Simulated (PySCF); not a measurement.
# Computed data sheet: `O=S(=O)([O-])C1CC1`

C3H5O3S (charge -1).
Structure used (PBE0-D3(BJ)/def2-SVP), in Å, numbered top down from 1:
```
atom  x, y, z in Å
O1     1.458   -0.124    1.576
S2     1.644    0.059    0.113
O3     2.093    1.410   -0.282
O4     2.368   -1.046   -0.549
C5    -0.034   -0.059   -0.541
C6    -1.158    0.431    0.310
C7    -0.960   -1.044    0.091
H8    -0.064    0.098   -1.623
H9    -0.862    0.824    1.287
H10   -2.003    0.932   -0.175
H11   -0.538   -1.609    0.927
H12   -1.664   -1.587   -0.548
```

Structural features include: cyclopropane ring.

From PBE0-D3(BJ)/def2-SVP geometry optimisation, gas phase (PySCF):

```
Rotational constants A, B, C : 4.082, 1.938, 1.833 GHz
```

From KT2/pcSseg-2 ground state and GIAO shieldings, non-relativistic (PySCF):

```
HOMO energy                                                 : -0.88 eV
LUMO energy                                                 : 3.32 eV
HOMO–LUMO gap                                               : 4.20 eV
13C chemical shifts (computed TMS as zero) by class         : 32.0 (C5), 4.0 (C6/C7) ppm
1H chemical shifts (computed TMS as zero) by class          : 1.67 (H8), 0.69 (H9/H11), -0.08 (H10/H12) ppm
Isotropic shieldings of nuclei other than C and H, by class : 83 (O4), 101 (O1/O3), 183 (S2) ppm
```

**delta-SCF UKS SCAN, pcX-2 on the ionised atom, pcseg-1 elsewhere, spin-free X2C; 2p3/2 from a spin–orbit splitting computed afterwards within the 2p shell (PySCF)**

```
Core binding energies : S2p3/2 168.3 (S2), C1s 286.5 (C5), C1s 286.8 (C6/C7), O1s 531.7 (O4), O1s 531.7 (O1/O3), S1s 2477.4 (S2) eV
```

Monoisotopic mass of the ion (most abundant isotopes, electron mass counted): 120.9965 u.

With B = h/(8π²I), that is 505.379 GHz u Å² over I, the principal moments of inertia are 123.8, 260.7 and 275.7 u Å² (most abundant isotopes); the inertial defect Ic − Ia − Ib is -108.8 u Å² (zero for a rigid planar frame, negative otherwise). The rotational constants make it an asymmetric top with κ = (2B − A − C)/(A − C) = -0.91, nearer the prolate limit (−1).

 The geometry's basis has no diffuse functions, a weakness for an anion. NMR classes are plain means over equivalent atoms (diastereotopic ones count apart unless rotation or inversion swaps them), as if these changed places fast; in this geometry the members of some classes differ. No diffuse functions stand in pcSseg-2, which bears on an anion's orbital energies.

For the core-ionisation job (SCAN ΔSCF), the run took 41 s of wall time on an Arm Neoverse V1 with one thread (shared host).

One conformer stands for the species.
